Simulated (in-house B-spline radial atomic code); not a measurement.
Configurations of Sb II (Sb+), with energies counted from [Kr] 4d10 5s2 5p2. Computed with an all-electron radial atomic-structure program (B-spline basis): scalar-relativistic (X2C) r2SCAN, spin-polarised, spherical fractional occupations, Fermi nucleus of rms radius 4.6802 fm. Shells without spins written out take the highest spin.

Occupations are held fixed; configurations that lie above the ionisation limit could autoionise.

```
                                                           configuration  E - E(ref) (eV)  highest orbital  its <r> (bohr)
            [Kr] 4d10 5s(1 up, 0 down) 5p(2 up, 0 down) 5f(1 up, 0 down)           21.146            5f up           13.72
                                                    [Kr] 4d9 5s2 5p2 6d1            46.45            6d up           9.082
                                                    [Kr] 4d9 4f1 5s2 5p2           46.869            4f up           7.878
                                      [Ar] 3d10 4s2 4p5 4d10 5s2 5p2 6f1           119.87            6f up            20.3
                                       [Ar] 3d9 4s2 4p6 4d10 4f1 5s2 5p2           545.91            4f up           7.946
                                       [Ar] 3d9 4s2 4p6 4d10 5s2 5p2 6f1           547.73            6f up           20.49
[Ar] 3d(5 up, 4 down) 4s2 4p6 4d10 5s2 5p(1 up, 1 down) 5f(0 up, 1 down)           548.38          5f down           13.75
```

Task: Order these further configurations by energy, lowest first.
A. [Ar] 3d10 4s2 4p(3 up, 2 down) 4d10 5s2 5p(1 up, 1 down) 6p(0 up, 1 down)
B. [Kr] 4d10 5s1 5p3
C. [Ar] 3d10 4s2 4p5 4d10 4f1 5s2 5p2
D. [Kr] 4d9 5s2 5p2 5f1
E. [Kr] 4d10 5s2 5p1 6s1

Result: B (5.5375 eV), E (8.706 eV), D (47.982 eV), A (116.65 eV), C (118.05 eV).

Task: How far above the reference does [Ar] 3d(5 up, 4 down) 4s2 4p6 4d10 5s2 5p(0 up, 2 down) 6d(1 up, 0 down) lie?

Result: 545.76 eV; its least bound orbital is 6d up with <r> = 9.431 bohr.

Task: How far above the reference does [Ar] 3d9 4s2 4p6 4d10 5s2 5p2 5d1 lie?

Result: 541.78 eV; its least bound orbital is 5d up with <r> = 3.979 bohr.

Task: How far above the reference does [Kr] 4d10 5s2 5p(1 up, 1 down) lie?

Result: 1.123 eV; its least bound orbital is 5p up with <r> = 2.654 bohr.
